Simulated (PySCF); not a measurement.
SSn, neutral, multiplicity 1. Atoms are numbered in the order given.

```xyz
2

Sn     0.0000     0.0000    -0.5342
S      0.0000     0.0000     1.6693
```

Geometry optimised at PBE0-D3(BJ)/def2-TZVP. The def2 effective core potentials stand for the cores of Sn; spin–orbit coupling is left out.

Vertical ionisation energy (IE) and electron affinity (EA) in eV. Rows of orbital energies are one-electron estimates. Where ΔSCF, EOM or ADC give a negative EA the extra electron is unbound and the value depends on the basis.

```csv
level,IE,EA
"−ε(HOMO), −ε(LUMO), M06-2X/def2-TZVPD (PySCF)",8.23,1.66
"−ε(HOMO), −ε(LUMO), PBE0/def2-TZVPD (PySCF)",(withheld),(withheld)
```

### Question
Fill in the missing entries. (An estimate is asked for; the answer gives what the named calculation found.)

### Answer

- −ε(HOMO), −ε(LUMO), PBE0/def2-TZVPD (PySCF), IE: 7.37
- −ε(HOMO), −ε(LUMO), PBE0/def2-TZVPD (PySCF), EA: 2.53
